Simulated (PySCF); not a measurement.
# Telling isomers of C₆H₈ClFSi apart by NMR

PySCF 2.14.0 with density-fitted response routines calculation with GFN2-xTB structure and σ from GIAO-PBE0/pcSseg-1; a single conformation, non-relativistic Hamiltonian, gas phase, one averaged value for each set of equivalent atoms.

Shifts are taken against calculated references (same method and geometry level): 1H (σ = 31.72 ppm) and 13C (σ = 186.93 ppm) vs TMS. Splittings of carbon signals by F and P are missing where no couplings were computed. Where no couplings were computed, multiplicities follow the n + 1 count of equivalent neighbours, and m marks all less simple cases (inequivalent or close neighbours, rings, F or P nearby). Shifts are as computed. Against solution values, carbons near 30 ppm lie about +3 ppm off and those near 130 ppm about +5 ppm; carbons on Cl a further +6 ppm. Of 1309 compounds with measured shifts, 239 miss one by over three times the rms of a fit or turn the order of signals round; such compounds aren't used in these exercises. Carbons bonded to Cl come out too deshielded.

(1) Tabulate the signals of `C=C1C=C(F)C[C@H](Cl)[SiH2]1`, `C=C1C=C(F)[SiH2][C@H](Cl)C1` and their relative energies.

(2) What is the quickest way to tell C=C1C=C(F)C[C@H](Cl)[SiH2]1 from C=C1C=C(F)[SiH2][C@H](Cl)C1?

Results:

(1) 
```tsv
SMILES	carbon types	δC	δH	E rel. (kcal/mol)
C=C1C=C(F)C[C@H](Cl)[SiH2]1	2×C 2×CH 2×CH2	171.7, 139.0, 136.6, 120.5, 43.8, 39.2	6.44 (m, 1H), 6.16 (br s, 1H), 5.70 (br s, 1H), 4.66 (m, 1H), 4.36 (m, 1H), 3.78 (m, 1H), 3.09 (m, 1H), 2.98 (m, 1H)	0.0
C=C1C=C(F)[SiH2][C@H](Cl)C1	2×C 2×CH 2×CH2	175.5, 147.8, 137.6, 126.1, 46.5, 45.2	7.00 (m, 1H), 5.49 (m, 1H), 5.36 (m, 1H), 4.51 (m, 1H), 4.51 (m, 1H), 3.38 (m, 1H), 2.90 (m, 1H), 2.71 (m, 1H)	1.6
```

Energies are electronic energies at PBE0/pcSseg-1 on these geometries, without zero-point or thermal terms, each for the one conformer computed, which needn't be the lowest.

(2) Both give the same number of carbon signals, with the same numbers of each carbon type, so the positions decide. The first has an alkene CH at 120.5 ppm, the second an alkene CH at 137.6 ppm. Their most deshielded carbons lie at 171.7 and 175.5 ppm. In the proton spectra the most deshielded non-exchanging signals are 6.44 (m, 1H) and 7.00 (m, 1H).
